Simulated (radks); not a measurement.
Question: These are the eigenvalues of the occupied orbitals of an atom or ion with whole-number occupations (eV). All-electron calculation, Dirac Kohn-Sham, PBE, spin-unpolarised, spherical densities, finite nucleus; Fermi nuclear charge, rms radius of each element as measured or else 0.836 A^(1/3) + 0.57 fm. Program: a radial shooting solver on a logarithmic mesh with Libxc functionals.

1s1/2: -59235.81
2s1/2: -10016.25
2p1/2: -9549.643
2p3/2: -8569.525
3s1/2: -2277.415
3p1/2: -2071.831
3p3/2: -1864.892
3d3/2: -1513.757
3d5/2: -1468.537
4s1/2: -475.6598
4p1/2: -392.9117
4p3/2: -346.1026
4d3/2: -209.8385
4d5/2: -201.3013
5s1/2: -83.6821
5p1/2: -60.6460
5p3/2: -54.3952
4f5/2: -36.3329
4f7/2: -35.0605

Which element is it, and in what charge state? The configuration may be excited. Open shells, if any, fill j = l - 1/2 first.

Answer: Z = 69, thulium, charge +3: Tm3+ in [Xe] 4f12. The list shows which subshells hold electrons but not how many an open one holds; the 1s level, -2176.9 hartree, gives Z - s = 66.0 by -(Z - s)^2/2, which with screening and relativity narrows Z to a few neighbours, and the depths of the outer levels then fix element, charge and occupations together.
